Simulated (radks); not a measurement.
Task: All-electron atom: Hg4+ in [Xe] 4f14 5d6 5f2 (not the ground configuration). Method: Dirac Kohn-Sham, SOGGA, spin-unpolarised, spherical densities, finite nucleus; open shells are shared between the two j in proportion to 2j + 1; Fermi nuclear charge, rms radius 5.4648 fm; computed with a radial shooting solver on a logarithmic mesh with Libxc functionals. Some entries of the table are withheld. Estimate them.

orbital,occ.,eigenvalue (hartree),<r^2> (bohr^2),r(max) (bohr)
1s1/2,2,-3051.402,0.0003812,0.01023
2s1/2,2,-542.4067,0.005744,0.05938
2p1/2,2,-520.7323,0.004055,0.04362
2p3/2,4,-449.1979,0.005241,0.05111
3s1/2,2,-130.5146,0.03727,0.1671
3p1/2,2,-120.7050,0.03393,0.1558
3p3/2,4,-104.8600,0.04032,0.1710
3d3/2,4,-88.53815,0.03086,0.1330
3d5/2,6,-85.14120,0.03260,0.1372
4s1/2,2,-30.53776,0.1801,0.3763
4p1/2,2,-26.32425,0.1833,0.3742
4p3/2,4,-22.49418,0.2155,0.4053
4d3/2,4,-15.58717,0.2262,0.3976
4d5/2,6,-14.87261,0.2375,0.4071
5s1/2,2,(1),0.8913,0.8255
4f5/2,6,-5.97625,(2),0.3640
4f7/2,8,-5.82154,(3),0.3685
5p1/2,2,-5.22300,1.022,0.8676
5p3/2,4,-4.51432,1.213,0.9430
5d3/2,2.4,-2.51504,1.828,(4)
5d5/2,3.6,-2.42451,1.927,(5)
5f5/2,0.857143,-0.82239,7.648,2.119
5f7/2,1.14286,-0.81818,7.769,2.143

Result: 
(1) 5s1/2 eigenvalue (hartree): -6.63933
(2) 4f5/2 <r^2> (bohr^2): 0.2748
(3) 4f7/2 <r^2> (bohr^2): 0.2824
(4) 5d3/2 r(max) (bohr): 1.094
(5) 5d5/2 r(max) (bohr): 1.122
